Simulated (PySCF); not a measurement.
Si(H)(Cl)(Me)(NH2) (CH6ClNSi), SMILES C[SiH](N)Cl. Coordinates come from a B3LYP-D3(BJ)/def2-SVP optimisation. Other conformers were not sampled.

Method: B3LYP-D3(BJ)/def2-SVP (PySCF 2.14.0).

Harmonic wavenumbers (cm⁻¹): 153, 187, 210, 255, 296, 461, 504, 641, 699, 768, 835, 880, 896, 928, 1276, 1431, 1434, 1549, 2256, 3034, 3125, 3136, 3557, 3647. Rotational constants (GHz): 5.757, 3.145, 2.284; symmetry number 1.

**Question.** Work out the zero-point energy and the ideal-gas rigid-rotor harmonic-oscillator thermochemistry at 298.15 K and 1 atm.

**Answer.** ZPE = ½ Σ hcν = ½ × 32159 cm⁻¹ = 192.35 kJ/mol. H − E(el) = 212.10 kJ/mol. Entropy in J/(mol K): translation 165.62, rotation 110.69, vibration 54.67, total 330.98. G − E(el) = 113.42 kJ/mol. Cp = 102.65 J/(mol K).
